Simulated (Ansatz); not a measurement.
`O/C=[N]/[ZnH]`. Charge 0, multiplicity 1. Geometry: relaxed with PBE0-D4/def2-TZVP. It is one conformer, not always the lowest.

```xyz
7

O     1.039   -1.444    1.063
C     0.065   -0.666    0.548
N     0.281    0.263   -0.259
Zn   -0.791    1.457   -1.109
H     1.867   -1.121    0.677
H    -0.894   -1.002    0.962
H    -1.566    2.513   -1.884
```

Q: What is the dipole moment at ωB97M-V/def2-TZVPP? (Estimate.)

A: Ansatz gave: 0.62 D, with components (-0.52, 0.29, -0.17) D in this frame, pointing from negative to positive charge.

Q: And with PBE, r2SCAN, B3LYP? (Estimate.)

A: Ansatz gave: PBE 0.34 D, r2SCAN 0.37 D, B3LYP 0.54 D.

Q: Give the Mulliken charges with ωB97M-V, B3LYP, r2SCAN in def2-TZVPP. (Best estimate.)

A: The calculation gave: 
| atom | ωB97M-V | B3LYP | r2SCAN |
| --- | --- | --- | --- |
| O1 | -0.26 | -0.27 | -0.29 |
| C2 | 0.13 | 0.10 | 0.20 |
| N3 | -0.34 | -0.28 | -0.36 |
| Zn4 | 0.27 | 0.27 | 0.29 |
| H5 | 0.19 | 0.19 | 0.21 |
| H6 | 0.10 | 0.09 | 0.06 |
| H7 | -0.08 | -0.11 | -0.11 |

B3LYP here is the variant with VWN-RPA as its local correlation; programs differ in this.
